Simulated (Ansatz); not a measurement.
Reaction (ligand exchange at a Ge–O bond): `[OH][Ge]([F])([Cl])[Cl]` + HCl → `[F][Ge]([Cl])([Cl])[Cl]` + H₂O

Computed with Ansatz on PBE0-D4/def2-TZVP structures; ΔE is electronic, products minus reactants. CCSD(T)/CBS is the MP2 limit (def2-TZVPP, def2-QZVPP) plus CCSD(T) − MP2 in def2-TZVPP, frozen cores. This one scheme is used for every species. Functionals use def2-TZVPP. For Ge outer-core shells are correlated without core-valence functions, which leaves a few kJ/mol of doubt a bond. Scalar relativity is left out up to krypton. One conformer a species, not always the lowest.

| species | BHLYP energy (Eh) |
| --- | --- |
| `[OH][Ge]([F])([Cl])[Cl]` | -3173.24862 |
| HCl | -460.81707 |
| `[F][Ge]([Cl])([Cl])[Cl]` | -3557.65176 |
| H₂O | -76.42312 |

(1) Work out ΔE.

Largest T1 diagnostic among the species: 0.011.

Results:

(1) ΔE = (-3557.65176) + (-76.42312) − (-3173.24862) − (-460.81707) = -0.00919 Eh = -5.8 kcal/mol. CCSD(T)/CBS gives -6.4 kcal/mol.

Leaving LDA and LC-ωPBE aside and taking each functional with its dispersion term where it has one, the values, not all of them listed here, spread over 2.1 kcal/mol, from HSE06-D4 to CAM-B3LYP-D4. LDA lies +0.9 kcal/mol from PBE without D4. The D4 term adds −0.8 kcal/mol with B3LYP and −0.4 kcal/mol with PBE0; it sums over pairs of atoms, weighted by their polarisabilities, and B3LYP, whose exchange is more repulsive, gets the larger term. At CCSD(T), def2-SVP lies +2.6 kcal/mol from the extrapolated value and def2-TZVPP +1.3 kcal/mol.

B3LYP here is the variant with VWN-RPA as its local correlation; programs differ in this.
